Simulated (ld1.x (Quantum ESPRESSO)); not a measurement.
## lithium: one change to a TM potential, before and after

| Property | Result |
| --- | --- |
| Element | Li (Z = 3) |
| Generator | ld1.x (Quantum ESPRESSO) 7.5 |
| Type | norm-conserving Troullier–Martins (Kleinman–Bylander form) |
| Functional | Wu–Cohen |
| Relativity | non-relativistic |
| Frozen core | none |
| Valence charge | 3 |
| Reference configuration | 1s2 2s1 2p0 |
| Partial waves | 2p (bound, empty): rc 4.20 bohr; 3d channel at -0.05 Ry: rc 4.55 bohr; 1s (bound): rc 0.65 bohr |
| Local potential | the s channel |
| Core correction | none |

Occupied shells without a wave of their own: 2s. They enter only through the test configuration that unscreens the potential.

Change: wave 1s (bound): rc 0.65 bohr becomes 1s (bound): rc 0.80 bohr.

Cutoffs: the cutoffs (Ry, on a coarse ladder) from which the occupation-weighted sum of valence levels, in a spherical-Bessel basis at the reference potential, stays within 10 and 1 mRy of its value at 400 Ry; they do not see the model core or the augmentation charge, which bear on the density cutoff. Errors are all-electron minus pseudo energies relative to the spin-unpolarised reference configuration.

What does the change do?

Of the 4 tests that both files solve, the error grows in 4 and shrinks in 0 by more than 15 % and 0.3 meV (median size 9.3 → 25.2 meV); the range in which the s phases agree narrows (upper end 2.7 → 0.6); neither file shows a bound ghost. More of the atom is replaced by a form fitted at one configuration, so other configurations suffer.

```tsv
quantity	base	changed
cutoff, loose	180 Ry	140 Ry
cutoff, tight	over 300 Ry	260 Ry
bound ghosts	none	none
error for 1s2 2s0 2p0, meV [ΔE 5.19 eV]	+13	+35
error for 1s2 2s0.5 2p0, meV [ΔE 2.01 eV]	+5.1	+14
error for 1s2 2s0 2p1, meV [ΔE 1.77 eV]	+5.3	+15
error for 1s1 2s1 2p0, meV [ΔE 68.10 eV]	+91	+187
s: phases at 4.93 bohr within 0.05 rad from the reference energy up to (Ry; the scan ends near 5)	2.7	0.6
p: phases at 4.93 bohr within 0.05 rad from the reference energy up to (Ry; the scan ends near 5)	0.5	0.5
d: phases at 4.93 bohr within 0.05 rad from the reference energy up to (Ry; the scan ends near 5)	1.3	0.4
```
